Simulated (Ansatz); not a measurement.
Ideal-gas functions of CH$_{3}$AlFI, SMILES `F[CH2][AlH][I]` at 500 K and 1 bar, from an Ansatz frequency run at PBE0-D4/def2-TZVP.

Molar mass 187.92 g/mol, point group Cs (symmetry number 1), electronic degeneracy 1, moments of inertia 74.897, 419.891, 491.688 u Å². Harmonic wavenumbers (cm⁻¹, unscaled): 64, 71, 293, 352, 367, 546, 643, 684, 1062, 1242, 1273, 1448, 1948, 3008, 3052.

Use S(trans) = R[1.5 ln M + 2.5 ln T − 1.1517]; rotational temperatures θ = 24.2544 K / I; S(rot) = R[ln(√π/σ · √(T³/θAθBθC)) + 1.5]; for each mode x = 1.438777 ν̃/T, S = R[x/(eˣ − 1) − ln(1 − e⁻ˣ)] and H = RT x/(eˣ − 1); 1 cm⁻¹ = 0.0119627 kJ/mol; R = 8.31446 J/(mol·K).

By hand: the entropy, in J/(mol·K).

Translation 184.9. Rotation: θ = 0.3238, 0.0578, 0.0493 K, giving 123.8. Vibration, mode by mode: 22.39, 21.53, 9.98, 8.55, 8.24, 5.36, 4.29, 3.91, 1.66, 1.09, 1.02, 0.68, 0.20, 0.01, 0.01, in all 88.9. Electronic 0.0. Sum 397.6 J/(mol·K).

By hand: H − E and G − E in kJ/mol, counted from the electronic energy.

Zero-point energy ½ × 16053 × 0.0119627 = 96.0; thermal vibration 21.2; translation, rotation and pV give 4 RT = 16.6. H − E = 133.8 kJ/mol, and G − E = 133.8 − 500 × 397.6/1000 = -65.0 kJ/mol.

Vibration gives 22 % of the entropy, 43.9 J/(mol·K) of it from the modes under 150 cm⁻¹: soft modes count most, and the harmonic formula is weakest for them. The sum counts one conformer and one mirror image; others add a mixing term.
